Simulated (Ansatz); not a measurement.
Basis sets compared for Cu(NH3)H (CuNH₄). Charge 0, multiplicity 1. Geometry r2SCAN-D4/def2-TZVP. Ansatz on 4 threads of Intel Xeon Platinum 8259CL on a shared host; times are rough, and most runs start from earlier orbitals.

```csv
atom,x (Å),y (Å),z (Å)
Cu1,0.691,-0.031,1.040
N2,-0.396,0.018,-0.596
H3,-1.331,0.373,-0.410
H4,-0.497,-0.909,-1.002
H5,0.023,0.618,-1.303
H6,1.510,-0.069,2.271
```

Binding counts from free atoms (Cu doublet, N quartet, H doublet) in the same basis, without a counterpoise term.

| level | functions | energy (Eh) | HOMO (eV) | LUMO (eV) | binding per atom (eV) | wall time |
| --- | --- | --- | --- | --- | --- | --- |
| PBE-D4/def2-SVP | 65 | -1697.0793 | -4.09 | -0.71 | 2.92 | 0.5 s |
| PBE-D4/def2-TZVP | 100 | -1697.4081 | -4.59 | -1.12 | 2.87 | 0.55 s |
| r2SCAN-D4/def2-TZVP | 100 | -1697.6733 | -4.60 | -0.46 | 2.83 | 1.1 s |
| PBE0-D4/def2-SVP | 65 | -1697.0891 | -5.27 | 0.08 | 2.81 | 0.65 s |
| PBE0-D4/def2-TZVP | 100 | -1697.4043 | -5.66 | -0.33 | 2.78 | 0.95 s |

Task: Estimate the rows for PBE-D4/def2-TZVPD, r2SCAN-D4/def2-TZVPD, PBE0-D4/def2-TZVPD.

Result: 
| level | functions | energy (Eh) | HOMO (eV) | LUMO (eV) | binding per atom (eV) | wall time |
| --- | --- | --- | --- | --- | --- | --- |
| PBE-D4/def2-TZVPD | 121 | -1697.4095 | -4.62 | -1.45 | 2.88 | 0.75 s |
| r2SCAN-D4/def2-TZVPD | 121 | -1697.6744 | -4.63 | -0.82 | 2.84 | 1.3 s |
| PBE0-D4/def2-TZVPD | 121 | -1697.4054 | -5.69 | -0.76 | 2.78 | 0.85 s |
